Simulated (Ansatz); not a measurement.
Relaxation of CH$_{5}$BrOSi (9 atoms, charge 0, multiplicity 1), to a largest force component of 0.015 eV/Å in at most 40 steps.

These are results of RKS PBE0/def2-mTZVP in Ansatz, not measurements.

```xyz
9
Properties=species:S:1:pos:R:3:forces:R:3
O 0.394 1.643 -0.411 -0.96 0.30 -1.90
C -0.424 0.519 -0.125 -0.36 1.90 0.00
Si 0.422 -0.951 0.582 1.33 -2.47 -1.00
Br -1.218 -0.006 -1.801 -0.70 -0.58 -0.64
H -0.017 2.021 -1.277 1.25 -0.58 2.31
H -1.243 0.846 0.527 -0.21 -0.17 -0.21
H -0.518 -2.133 0.777 0.13 0.69 -0.10
H 1.067 -0.695 1.837 0.33 0.43 0.99
H 1.540 -1.459 -0.375 -0.83 0.48 0.55
```

Q: Where does it end, and by what steps?

A: The run converged. After 9 steps the energy has fallen by 0.506 eV; H5 moved furthest, 0.51 Å.

| step | energy less start (eV) | largest force component (eV/Å) | accepted |
| --- | --- | --- | --- |
| 0 | 0.0000 | 2.468 | yes |
| 1 | -0.3500 | 1.553 | yes |
| 2 | -0.4400 | 1.028 | yes |
| 3 | -0.4790 | 0.551 | yes |
| 4 | -0.4999 | 0.264 | yes |
| 5 | -0.4967 | 0.308 | no |
| 6 | -0.5040 | 0.045 | yes |
| 7 | -0.5055 | 0.078 | yes |
| 8 | -0.5058 | 0.016 | yes |
| 9 | -0.5058 | 0.009 | yes |

```xyz
9
Properties=species:S:1:pos:R:3
O 0.481 1.484 -0.514
C -0.423 0.487 -0.229
Si 0.469 -1.000 0.558
Br -1.326 -0.200 -1.894
H 0.012 2.268 -0.831
H -1.275 0.838 0.356
H -0.542 -2.041 0.864
H 1.120 -0.547 1.817
H 1.487 -1.504 -0.393
```

Whether the end is a true minimum wasn't checked by a vibrational analysis.

The run took 42 s on 2 threads of Arm Neoverse V2, with other jobs on the host, peak memory 0.27 GiB.
